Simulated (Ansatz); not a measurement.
Ansatz (an electronic-structure program) input (B3LYP-D3(BJ)/def2-TZVP):

Ansatz 0.2 input:
```yaml
crystal:
  periodic: [false, false, false]
  atoms:
    - {symbol: Si, position_ang: [1.52446036, -0.23081074, 0.13733773]}
    - {symbol: N, position_ang: [0.06670497, -0.02701801, -0.64288277]}
    - {symbol: Si, position_ang: [-1.52172458, 0.25235181, -0.22575627]}
    - {symbol: H, position_ang: [2.58186325, -0.44791058, -0.89189343]}
    - {symbol: H, position_ang: [2.04874183, 0.90129368, 0.97529562]}
    - {symbol: H, position_ang: [1.67739821, -1.39334152, 1.07699901]}
    - {symbol: H, position_ang: [-2.23765875, -0.78521789, 0.59162634]}
    - {symbol: H, position_ang: [-2.32589254, 0.35359399, -1.47826471]}
    - {symbol: H, position_ang: [-1.85263937, 1.50818823, 0.53019905]}
basis:
  gaussian:
    orbitals: def2-TZVP
hamiltonian:
  xc: b3lyp
  dispersion: d3bj
total_charge: -1
relax: {f_tol: 0.002, max_steps: 150}
```

Output:

```
Functional definition: B3LYP
integrals: 0.06 GiB planned
941 factors; their error is unknown
mean field: 0.54 GiB planned
mean field evaluation 1: about -17343.0945 eV, gradient 4.5e1 eV
mean field evaluation 2: about -17326.9152 eV, gradient 9.1e1 eV
mean field evaluation 4: about -17347.0930 eV, gradient 1.4e0 eV
mean field evaluation 8: about -17347.1504 eV, gradient 1.4e-2 eV
mean field -17347.15038282 eV, -637.4960182477 hartree, gradient 3.5e-5 eV, S^2 0.000000; 0 other end points of the search recorded, 0 dependent functions left out
the calculation of the forces begins
reference -17347.15066545 eV, -637.4960286344 hartree; 21, 21 occupied and 120, 120 virtual orbitals, 941 factors
relax step   1: F+E_penalty+E_count = -17347.46316673 eV  Δ(F+E_penalty+E_count) = +0.000e0 eV  max|allowed force component| = 8.795e-1 eV/Å  Δτ_max = 0.0000 Å  (25 SCF iters, accepted)
these checks for a lower state are left out or cut short: starts, cluster_reference, orbital_swaps, neighbouring_geometries, increment
integrals: 0.06 GiB planned
941 factors; their error is unknown
mean field: 0.54 GiB planned
mean field evaluation 16: about -17347.1404 eV, gradient 1.4e-2 eV
mean field -17347.19400463 eV, -637.4976213199 hartree, gradient 1.0e-5 eV, S^2 0.000000; 0 other end points of the search recorded, 0 dependent functions left out
the calculation of the forces begins
reference -17347.19428779 eV, -637.4976317257 hartree; 21, 21 occupied and 120, 120 virtual orbitals, 941 factors
relax step   2: F+E_penalty+E_count = -17347.50609900 eV  Δ(F+E_penalty+E_count) = -4.293e-2 eV  max|allowed force component| = 4.556e-1 eV/Å  Δτ_max = 0.0715 Å  (29 SCF iters, accepted)
these checks for a lower state are left out or cut short: starts, cluster_reference, orbital_swaps, neighbouring_geometries, increment
integrals: 0.06 GiB planned
941 factors; their error is unknown
mean field: 0.54 GiB planned
mean field -17347.20998618 eV, -637.4982086307 hartree, gradient 7.0e-6 eV, S^2 0.000000; 0 other end points of the search recorded, 0 dependent functions left out
the calculation of the forces begins
reference -17347.21026973 eV, -637.4982190511 hartree; 21, 21 occupied and 120, 120 virtual orbitals, 941 factors
relax step   3: F+E_penalty+E_count = -17347.52032199 eV  Δ(F+E_penalty+E_count) = -1.422e-2 eV  max|allowed force component| = 9.802e-2 eV/Å  Δτ_max = 0.0900 Å  (28 SCF iters, accepted)
these checks for a lower state are left out or cut short: starts, cluster_reference, orbital_swaps, neighbouring_geometries, increment
integrals: 0.06 GiB planned
941 factors; their error is unknown
mean field: 0.54 GiB planned
mean field evaluation 32: about -17347.2122 eV, gradient 2.3e-5 eV
mean field -17347.21224724 eV, -637.4982917233 hartree, gradient 1.0e-5 eV, S^2 0.000000; 0 other end points of the search recorded, 0 dependent functions left out
the calculation of the forces begins
reference -17347.21253142 eV, -637.4983021668 hartree; 21, 21 occupied and 120, 120 virtual orbitals, 941 factors
relax step   4: F+E_penalty+E_count = -17347.52162195 eV  Δ(F+E_penalty+E_count) = -1.300e-3 eV  max|allowed force component| = 5.174e-3 eV/Å  Δτ_max = 0.0497 Å  (27 SCF iters, accepted)
these checks for a lower state are left out or cut short: starts, cluster_reference, orbital_swaps, neighbouring_geometries, increment
integrals: 0.06 GiB planned
941 factors; their error is unknown
mean field: 0.54 GiB planned
mean field -17347.21301388 eV, -637.4983198966 hartree, gradient 2.2e-5 eV, S^2 0.000000; 0 other end points of the search recorded, 0 dependent functions left out
the calculation of the forces begins
reference -17347.21329848 eV, -637.4983303558 hartree; 21, 21 occupied and 120, 120 virtual orbitals, 941 factors
relax step   5: F+E_penalty+E_count = -17347.52175295 eV  Δ(F+E_penalty+E_count) = -1.310e-4 eV  max|allowed force component| = 3.178e-2 eV/Å  Δτ_max = 0.0213 Å  (27 SCF iters, accepted)
these checks for a lower state are left out or cut short: starts, cluster_reference, orbital_swaps, neighbouring_geometries, increment
integrals: 0.06 GiB planned
941 factors; their error is unknown
mean field: 0.54 GiB planned
mean field -17347.21333170 eV, -637.4983315764 hartree, gradient 2.2e-5 eV, S^2 0.000000; 0 other end points of the search recorded, 0 dependent functions left out
the calculation of the forces begins
reference -17347.21361657 eV, -637.4983420451 hartree; 21, 21 occupied and 120, 120 virtual orbitals, 941 factors
relax step   6: F+E_penalty+E_count = -17347.52178515 eV  Δ(F+E_penalty+E_count) = -3.220e-5 eV  max|allowed force component| = 8.681e-3 eV/Å  Δτ_max = 0.0126 Å  (27 SCF iters, accepted)
these checks for a lower state are left out or cut short: starts, cluster_reference, orbital_swaps, neighbouring_geometries, increment
integrals: 0.06 GiB planned
941 factors; their error is unknown
mean field: 0.54 GiB planned
mean field -17347.21333317 eV, -637.4983316305 hartree, gradient 2.1e-5 eV, S^2 0.000000; 0 other end points of the search recorded, 0 dependent functions left out
the calculation of the forces begins
reference -17347.21361807 eV, -637.4983421004 hartree; 21, 21 occupied and 120, 120 virtual orbitals, 941 factors
relax step   7: F+E_penalty+E_count = -17347.52179501 eV  Δ(F+E_penalty+E_count) = -9.863e-6 eV  max|allowed force component| = 5.562e-3 eV/Å  Δτ_max = 0.0020 Å  (21 SCF iters, accepted)
these checks for a lower state are left out or cut short: starts, cluster_reference, orbital_swaps, neighbouring_geometries, increment
integrals: 0.06 GiB planned
941 factors; their error is unknown
mean field: 0.54 GiB planned
mean field -17347.21333540 eV, -637.4983317126 hartree, gradient 7.6e-5 eV, S^2 0.000000; 0 other end points of the search recorded, 0 dependent functions left out
the calculation of the forces begins
reference -17347.21362029 eV, -637.4983421819 hartree; 21, 21 occupied and 120, 120 virtual orbitals, 941 factors
relax step   8: F+E_penalty+E_count = -17347.52180269 eV  Δ(F+E_penalty+E_count) = -7.675e-6 eV  max|allowed force component| = 1.391e-4 eV/Å  Δτ_max = 0.0017 Å  (19 SCF iters, accepted)
integrals: 0.06 GiB planned
941 factors; their error is unknown
mean field: 0.54 GiB planned
mean field evaluation 64: about -17346.8531 eV, gradient 1.1e1 eV
mean field -17347.21333540 eV, -637.4983317126 hartree, gradient 7.6e-5 eV, S^2 0.000000; 1 other end points of the search recorded, 0 dependent functions left out
the calculation of the forces begins
reference -17347.21362029 eV, -637.4983421819 hartree; 21, 21 occupied and 120, 120 virtual orbitals, 941 factors
Total energy: -17347.52208757 eV, -637.5096781454 hartree
Atom 0 at     1.552583    -0.235321     0.139031 Å, force    -0.000069    -0.000072    -0.000139 eV/Å
Atom 1 at     0.047969    -0.015224    -0.470112 Å, force     0.000013     0.000103    -0.000057 eV/Å
Atom 2 at    -1.549406     0.257689    -0.230787 Å, force     0.000084    -0.000002    -0.000067 eV/Å
Atom 3 at     2.612733    -0.447123    -0.915388 Å, force     0.000133     0.000073     0.000020 eV/Å
Atom 4 at     2.138631     0.894548     0.963112 Å, force    -0.000023    -0.000049     0.000121 eV/Å
Atom 5 at     1.762955    -1.427904     1.051524 Å, force    -0.000043    -0.000049     0.000015 eV/Å
Atom 6 at    -2.318887    -0.782537     0.559749 Å, force     0.000037     0.000049     0.000108 eV/Å
Atom 7 at    -2.350928     0.348114    -1.507488 Å, force    -0.000120    -0.000115     0.000000 eV/Å
Atom 8 at    -1.934396     1.538886     0.483020 Å, force    -0.000013     0.000063    -0.000001 eV/Å
Dipole moment:    -0.007445     0.004287     0.068158 e Å
```

It need not be the lowest isomer of its formula. Whether it binds its extra electron was not tested at this geometry.
